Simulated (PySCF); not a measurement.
TaOBr, SMILES [O]=[Ta][Br] (connectivity only; charge and spin as stated), neutral, multiplicity 3. Geometry: PBE-D3(BJ)/def2-TZVP. The spin state was assumed, not searched. The def2 effective core potentials stand for the cores of Ta; spin–orbit coupling is left out.

These are PBE-D3(BJ)/def2-TZVP (PySCF) values and carry that method's errors.

Harmonic wavenumbers (cm⁻¹): 143, 253, 973. Rotational constants (GHz): 15.01, 1.356, 1.244; symmetry number 1.

Task: Work out the zero-point energy and the ideal-gas rigid-rotor harmonic-oscillator thermochemistry at 298.15 K and 1 atm.

Result: ZPE = ½ Σ hcν = ½ × 1369 cm⁻¹ = 8.19 kJ/mol. H − E(el) = 21.20 kJ/mol. Entropy in J/(mol K): translation 178.88, rotation 112.73, vibration 19.15, spin 9.13, total 319.89. G − E(el) = -74.18 kJ/mol. Cp = 50.31 J/(mol K). Modes under 150 cm⁻¹ make the vibrational entropy uncertain.
